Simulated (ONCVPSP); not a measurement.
**boron (B): one change to an ONCV potential, before and after**

* Element: boron
* Generator: ONCVPSP 4.0.1
* Type: optimised norm-conserving Vanderbilt (ONCV)
* Functional: PBEsol
* Relativity: scalar-relativistic
* Frozen core: [He]
* Valence charge: 3
* Reference configuration: 2s2 2p1
* Partial waves: 2s: rc 1.40 bohr, ncon 4, nbas 8, qcut 4.2 1/bohr, 2 projectors, debl 0.9 Ha; 2p: rc 4.00 bohr, ncon 5, nbas 8, qcut 3 1/bohr, 1 projector; d scattering state at 0.09 Ha: rc 3.10 bohr, ncon 4, nbas 7, qcut 3.1 1/bohr, 3 projectors, debl 0.6 Ha
* Local potential: polynomial inside 1.00 bohr (lpopt 5, dvloc0 6 Ha)
* Core correction: polynomial model core, fcfact 0.6

All-electron outer shells of the reference configuration (PBEsol, scalar-relativistic, ld1.x):

```csv
shell,level (eV),outermost node (bohr),outermost maximum (bohr)
1s,-179.55,–,0.21
2s,-9.36,0.46,1.52
2p,-3.56,–,1.59
```

Change: all radii but the core radius scaled by about 0.77 (s 1.08, p 3.10, d 2.40 bohr); local potential polynomial inside 0.78 bohr (lpopt 5, dvloc0 6 Ha).

Cutoffs: the cutoffs (Ha) at which the residual kinetic energy of the hardest occupied pseudo-wave falls to 1 and 0.1 mHa per electron; they do not see the model core or the augmentation charge, which bear on the density cutoff. Errors are all-electron minus pseudo energies relative to the spin-unpolarised reference configuration.

**Question.** What does the change do?

**Answer.** The potential gets softer (12 Ha and 75 Ha → 12 Ha and 50 Ha); of the 4 tests that both files solve, the error grows in 0 and shrinks in 4 by more than 15 % and 0.3 meV (median size 151.3 → 75.1 meV); neither file shows a bound ghost. Less of the atom is replaced, so other configurations are described better.

| quantity | base | changed |
| --- | --- | --- |
| cutoff, loose | 12 Ha | 12 Ha |
| cutoff, tight | 75 Ha | 50 Ha |
| loose cutoff by channel | s 12 Ha, p 3.8 Ha | s 12 Ha, p 9.2 Ha |
| bound ghosts | none | none |
| GHOST(+) flags under 300 eV | none | none |
| error for 2s2 2p0, meV [ΔE 8.14 eV] | +242 | +122 |
| error for 2s1 2p0, meV [ΔE 33.40 eV] | +686 | +376 |
| error for 2s2 2p0.5, meV [ΔE 2.86 eV] | +38 | +17 |
| error for 2s1 2p2, meV [ΔE 5.82 eV] | -60 | -29 |
| rms error of d²Exc/dni dnj with the model core, mHa | 0.51 | 0.89 |
